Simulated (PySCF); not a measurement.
Two species compared at the same levels of theory.

First species: C8H12NP.
SMILES: `C[C@@H]1[C@H](C)P1n1cccc1`

Second species: C8H12NP.
Geometry (GFN2-xTB, Å), atoms numbered from 1 in this order:
```xyz
22
C8H12NP angstrom
C     -2.4555   -0.8777    0.8163
C     -2.1089    0.0316   -0.3538
P     -0.9321    1.3813    0.1601
C     -0.6127    2.0695   -1.5272
C      0.5793    0.3255    0.2661
C      1.3898    0.3488    1.3941
C      2.5149   -0.4584    1.4194
C      2.7834   -1.2591    0.3204
C      1.9074   -1.2120   -0.7549
N      0.8376   -0.4417   -0.7832
H     -3.1664   -1.6432    0.5098
H     -1.5607   -1.3710    1.1928
H     -2.8944   -0.3041    1.6305
H     -1.6474   -0.5364   -1.1654
H     -3.0123    0.5188   -0.7315
H     -0.2944    1.2753   -2.1999
H     -1.5253    2.5364   -1.8940
H      0.1645    2.8288   -1.4590
H      1.1320    0.9920    2.2226
H      3.1713   -0.4634    2.2786
H      3.6496   -1.9024    0.2950
H      2.0700   -1.8191   -1.6376
```

Levels: PBE0/pcSseg-1 for dipole moment, HOMO energy, LUMO energy and HOMO–LUMO gap; GFN2-xTB for rotational constant A and rotational constant C. Geometries: GFN2-xTB. All species are isolated and taken at one optimised geometry, non-relativistic unless stated; the electronic structure was computed with PySCF and density fitting.

The conformers computed, where there is a choice (atom-mapped SMILES and torsion angles):
- `[CH3:1][C@@H:2]1[C@H:3]([CH3:4])[P:5]1[n:6]1[cH:7][cH:8][cH:9][cH:10]1`: C3–P5–N6–C7 120°
- `[CH3:1][CH2:2][P:3]([CH3:4])[c:5]1[cH:6][cH:7][cH:8][cH:9][n:10]1`: C1–C2–P3–C4 173°, C2–P3–C5–C6 -130°

```
             property   column X   column Y
        dipole moment     2.01 D     2.38 D
          HOMO energy   -6.55 eV   -6.15 eV
          LUMO energy   -1.08 eV    0.30 eV
        HOMO–LUMO gap    5.47 eV    6.45 eV
rotational constant A  1.895 GHz  2.634 GHz
rotational constant C  0.743 GHz  0.630 GHz
```

Q: Which column belongs to which species?

A: Column X is the second species and column Y the first. The first has 22 atoms and 82 electrons, the second 22 and 82.

Q: How does each property change from the first species to the second?

A: dipole moment -0.37 D; HOMO energy -0.40 eV; LUMO energy -1.38 eV; HOMO–LUMO gap -0.98 eV; rotational constant A -0.739 GHz; rotational constant C +0.113 GHz.

On the first: A dipole of 2.38 D is allowed in Cs, and pure rotational transitions are dipole-allowed. In atomic units the dipole is 0.94 e·bohr (1 au = 2.5417 D).

On the second: The dipole matches unit charges of opposite sign 0.42 Å apart (1 e·Å = 4.8032 D). A dipole of 2.01 D is allowed in C1, and pure rotational transitions are dipole-allowed.
